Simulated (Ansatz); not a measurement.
The first iterations of a band of ClH + H4O3Si (10 atoms, charge 0, multiplicity 1).

All numbers below come from RKS r2SCANh-D4/6-31G* (Ansatz 0.2.0).

```json
{
 "movable images": "7",
 "climbing image": "yes",
 "spring": "5.0 eV/Å²",
 "optimiser": "quadratic models (default)",
 "start path": "through a guess of the saddle point",
 "force threshold": "0.05 eV/Å",
 "iteration limit": "60",
 "end points": "relaxed"
}
```

Image 0:

```xyz
10
Properties=species:S:1:pos:R:3
Si 0.492 -0.544 -0.324
H 1.574 -0.193 -1.256
O 0.624 -2.072 0.258
O 0.675 0.517 0.960
O -1.004 -0.433 -0.989
H -0.247 1.971 0.613
Cl -1.079 2.817 0.038
H -0.110 -2.653 0.024
H 0.438 0.136 1.818
H -1.363 0.453 -1.142
```

Image 8:

```xyz
10
Properties=species:S:1:pos:R:3
Si -0.154 -0.095 0.700
H 0.736 0.235 -2.511
O 0.895 -1.043 -0.114
O -0.574 -0.804 2.107
O -1.479 0.160 -0.214
H 0.519 0.756 -2.993
Cl 0.761 1.717 1.110
H 1.759 -1.192 0.287
H -1.129 -0.293 2.708
H -1.334 0.559 -1.080
```

| iteration | highest image above the first end (eV) | largest band force component (eV/Å) |
| --- | --- | --- |
| 1 | 11.831 | 64.989 |
| 2 | 2.273 | 9.276 |
| 3 | 1.502 | 6.010 |
| 4 | 1.198 | 2.246 |
| 5 | 1.145 | 0.994 |
| 6 | 1.158 | 1.672 |
| 7 | 0.983 | 1.076 |
| 8 | 0.908 | 0.576 |
| 9 | 0.812 | 0.672 |
| 10 | 0.828 | 0.554 |
| 11 | 0.963 | 0.810 |
| 12 | 1.067 | 2.950 |
| 13 | 1.156 | 1.456 |
| 14 | 1.301 | 0.808 |

Q: Does the band converge within its limit, and where does its top end?

A: The run converged. It ended after 44 iterations with the highest image 1.426 eV above the first end. Neighbouring images differ by up to 1.6 eV, so the band resolves the path poorly. A vibrational analysis at the climbing image gives one clearly imaginary mode, 521i cm⁻¹: a first-order saddle point. The orbitals stay closed-shell, which can raise the energy where a bond breaks towards radicals; this wasn't checked here.

Run time: 20 min on 2 threads of Arm Neoverse V1, on a shared host, peak memory 0.23 GiB.
